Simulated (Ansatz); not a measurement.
C3H7NOSi can be A, `N=CC(O)=C[SiH3]`, or B, `C=C1O[SiH2]C1N`.

Calculated with Ansatz (gas phase, PBE0-D4/def2-TZVP geometries, no zero-point term in ΔE). CBS: MP2 limit from def2 TZ/QZ plus the TZ coupled-cluster correction, frozen cores. Functionals use def2-TZVPP. B3LYP here is the variant with VWN-RPA as its local correlation; programs differ in this. Each species was taken in one conformer, which may not be the lowest.

A:

Z-matrix (Å, degrees):
```
Si
C 1 1.860
H 1 1.487 2 111.3
H 1 1.486 2 108.5 3 119.6
H 1 1.486 2 110.6 3 -120.7
C 2 1.339 1 123.6 3 65.2
H 2 1.085 1 120.5 3 -114.1
C 6 1.472 2 121.5 1 -179.6
O 6 1.351 2 120.2 1 -1.6
N 8 1.267 6 128.2 2 170.7
H 8 1.091 6 114.0 2 -9.2
H 9 0.963 6 110.1 2 163.9
H 10 1.023 8 112.8 6 -2.2
```

B:

```xyz
13

C     1.767    0.535   -0.755
C     0.489    0.197   -0.695
O    -0.501    0.670   -1.540
Si   -1.743    0.244   -0.477
C    -0.281   -0.663    0.307
N     0.044   -0.668    1.704
H     2.133    1.227   -1.502
H     2.466    0.110   -0.047
H    -2.282    1.409    0.273
H    -2.852   -0.484   -1.142
H    -0.301   -1.695   -0.064
H     0.914   -1.156    1.879
H     0.149    0.274    2.057
```

(1) Which is lower in electronic energy at CCSD(T)/CBS, and by how much? (Best estimate.)

(2) Give E(B) − E(A) in kcal/mol with CCSD/def2-TZVPP, HF/def2-TZVPP, LDA (SPW92), B2PLYP, PBE-D4, B3LYP-D4, BLYP-D4. (Best estimate.)

(3) Does the order hold for the free energy at 298.15 K (harmonic terms from PBE0-D4)? (Best estimate.)

Largest T1 diagnostic: 0.013.

Answers

(1) Computed: B, by 17.5 kcal/mol.

(2) The calculation gave: CCSD/def2-TZVPP -17.2, HF/def2-TZVPP -15.3, LDA (SPW92) -20.5, B2PLYP -15.6, PBE-D4 -15.6, B3LYP-D4 -14.6, BLYP-D4 -11.4. None reverses the order clearly.

(3) The calculation gave: Yes: G(B) − G(A) = -13.7 kcal/mol, for one conformer each.

From BLYP to BHLYP (50 % exact exchange), in def2-TZVPP and without D4, E(B) − E(A) moves by −6.4 kcal/mol. In def2-TZVPP, CCSD(T) changes the Hartree–Fock value by −0.9 kcal/mol (the triples alone add +1.0 kcal/mol) and MP2 by −3.6 kcal/mol.
